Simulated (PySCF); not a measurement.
## Diatomics of I with the chalcogens

CCSD(T) with double-zeta basis sets in PySCF, for the lowest determinant that a PBE0 search found; no spin–orbit coupling. De refers to high-spin ground-configuration atoms.

```tsv
M	basis	reference, frozen orbitals	state (unpaired electrons)	Re (Å)	ωe (cm⁻¹)	De (eV)
O	x2c-SVPall	UHF, 19	doublet (π ↑)	1.968	581	1.59
S	def2-SVP	UHF, 9	doublet (π ↑)	2.385	360	1.66
Se	cc-pVDZ-PP	UHF, 8	doublet (π ↑)	2.514	251	1.62
Te	cc-pVDZ-PP	UHF, 8	doublet (π ↑)	2.726	202	1.56
```

The shortest bond is that of IO (1.968 Å), the longest that of TeI (2.726 Å).

The rows differ in basis set, which adds steps of its own.

Relativity is treated differently too: O spin-free X2C; S scalar-relativistic core potentials; Se scalar-relativistic core potentials; Te scalar-relativistic core potentials.

Down a group bonds as a rule get longer and wavenumbers fall, partly through the reduced mass; this series shows no clear exception.

Correlated steps freeze the inner cores (8 to 19 orbitals); shallow outer-core shells are correlated. Correlated levels converge slowly with the basis: in double zeta they bind strong bonds too weakly, by up to about 1 eV, and carry superposition errors of some tenths. These are scalar-relativistic numbers at best; spin–orbit coupling would shift them, the dissociation energy most. States were picked by a PBE0 search and need not be the measured ground states.
